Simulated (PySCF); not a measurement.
Radial density of B⁺ (boron, charge +1)

UHF, [He] 2s1 3d1, high-spin 3D determinant (an excited configuration). Calculation: PySCF 2.14, in dyall-acv3z (15s9p4d2f, 76 functions); the non-relativistic Hamiltonian (point nucleus).

| r (bohr) | 4πr²ρ (e/bohr) | 4πr²(ρα − ρβ) |
| --- | --- | --- |
| 0.00429 | 0.01578 | 0.0005 |
| 0.00721 | 0.04339 | 0.0015 |
| 0.0121 | 0.1169 | 0.0040 |
| 0.0204 | 0.3045 | 0.0104 |
| 0.0343 | 0.7502 | 0.0254 |
| 0.0577 | 1.684 | 0.0564 |
| 0.0971 | 3.236 | 0.1046 |
| 0.163 | 4.814 | 0.1382 |
| 0.275 | 4.699 | 0.0831 |
| 0.462 | 2.315 | -0.0070 |
| 0.777 | 0.6299 | 0.2457 |
| 1.31 | 0.6956 | 0.6856 |
| 2.20 | 0.4280 | 0.4279 |
| 3.70 | 0.2449 | 0.2449 |
| 6.22 | 0.1424 | 0.1424 |
| 10.5 | 0.0009801 | 0.0010 |

The outer electron is Rydberg-like, and this basis confines it to a smaller radius and binds it less than a complete one would.

**Question.** Where is the radial spin density 4πr²(ρα − ρβ) most negative, and why is it negative at all?

**Answer.** Around r = 0.462 bohr, down to -0.0070 e/bohr: exchange with the open shell polarises the paired shells in an unrestricted calculation.
